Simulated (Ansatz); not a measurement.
This geometry of H5NO2Si2 (10 atoms, charge 0, multiplicity 1) is a first-order saddle point.

These are results of Ansatz, RKS r2SCAN/def2-SVP, not measurements.

```xyz
10
Properties=species:S:1:pos:R:3
N -0.874 -0.664 -1.131
Si -0.928 -1.095 0.559
O 0.274 -0.311 1.397
Si 1.398 0.911 1.100
O 1.009 1.683 -0.344
H -1.177 0.271 -1.396
H -1.199 -1.344 -1.816
H -0.702 -2.578 0.605
H 1.167 1.970 2.141
H 1.116 1.106 -1.112
```

Q: Which two structures does it join? (They come from a converged band through this point; their orientation in space is the band's.)

A: Bonds broken: O5–H10. Bonds formed: N1–H10. The height of N1 over the plane of its neighbours goes from 0.02 to -0.39 Å.

First end point:

```xyz
10
Properties=species:S:1:pos:R:3
N -1.005 -0.583 -1.014
Si -0.528 -1.255 0.434
O 0.449 -0.509 1.413
Si 1.425 1.089 1.164
O 0.886 1.332 -0.505
H -0.554 0.334 -1.197
H -1.622 -0.975 -1.716
H -0.923 -2.656 0.684
H 0.299 1.893 1.825
H 1.657 1.277 -1.084
```

Last end point:

```xyz
10
Properties=species:S:1:pos:R:3
N -0.656 -0.327 -1.190
Si -1.214 -1.110 0.622
O -0.131 -0.034 1.558
Si 0.977 1.050 1.153
O 1.318 1.384 -0.323
H -1.410 0.209 -1.625
H -0.392 -1.064 -1.848
H -0.156 -2.206 0.401
H 1.577 1.718 2.326
H 0.170 0.328 -1.070
```

Q: How far does it lie above each of them?

A: 1.8 kcal/mol above the first and 15.0 kcal/mol above the second. This is the barrier of this one path; another mechanism may lie lower. The orbitals stay closed-shell, which can raise the energy where a bond breaks towards radicals; this wasn't checked here.

The run took 9.9 min on 2 threads of Arm Neoverse V2, on a shared host, peak memory 0.22 GiB.
